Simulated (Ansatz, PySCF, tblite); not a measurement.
Approach curve of the dimer Cl2Ge ··· HF (SMILES [Cl][Ge][Cl] and F). Monomers: optimised at B3LYP-D3(BJ) (def2-TZVP), held rigid. Orientation: lowest of the rigid-body minima from ten starts at GFN2-xTB. The monomers approach along the line of their centres of mass (distance R); nothing else relaxes. The table gives interaction energies.

```json
[
 {"R / Å": "2.31", "A": "3.30", "B": "-5.66", "C": "0.83"},
 {"R / Å": "2.51", "A": "-0.74", "B": "-9.33", "C": "-3.37"},
 {"R / Å": "2.71", "A": "-2.70", "B": "-10.26", "C": "-5.23"},
 {"R / Å": "2.93", "A": "-3.45", "B": "-9.57", "C": "-5.78"},
 {"R / Å": "3.12", "A": "-3.46", "B": "-8.36", "C": "-5.58"},
 {"R / Å": "3.41", "A": "-3.01", "B": "-6.36", "C": "-4.76"},
 {"R / Å": "3.68", "A": "-2.45", "B": "-4.73", "C": "-3.87"},
 {"R / Å": "4.21", "A": "-1.50", "B": "-2.59", "C": "-2.33"},
 {"R / Å": "4.87", "A": "-0.81", "B": "-1.35", "C": "-1.10"},
 {"R / Å": "5.91", "A": "-0.35", "B": "-0.62", "C": "-0.41"},
 {"R / Å": "7.23", "A": "-0.16", "B": "-0.29", "C": "-0.19"}
]
```

Energies in kcal/mol.

Problem. Assign the columns to these levels of theory: CCSD(T) on RHF/aug-cc-pVDZ, cores with 3d frozen, counterpoise-corrected run with Ansatz (a quantum-chemistry and plane-wave program); GFN2-xTB (tblite 0.5.0); restricted Hartree-Fock/6-31G*, spherical d, no counterpoise correction in PySCF.

Solution. A is CCSD(T)/aug-cc-pVDZ; B is GFN2-xTB; C is RHF/6-31G*.
